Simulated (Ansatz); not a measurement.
This Ansatz (a quantum-chemistry and plane-wave program) input (PBE/aug-pcseg-2) gives -0.49991 Eh with 23 basis functions.

Ansatz 0.2 input:
```yaml
crystal:
  periodic: [false, false, false]
  atoms:
    - {symbol: H, position_ang: [0.00000000, 0.00000000, 0.00000000]}
basis:
  gaussian:
    orbitals: aug-pcseg-2
hamiltonian:
  xc: {name: PBE}
magnetization: {spin_polarized: true, initial_magnetization: 1}
scf: {lower_state_search: full}
```

Change:
```diff
- orbitals: aug-pcseg-2
+ orbitals: def2-TZVPP
```

Q: What does the run give now?

A: -0.49962 Eh (PBE/def2-TZVPP, 14 functions), a change of +0.29 mEh.
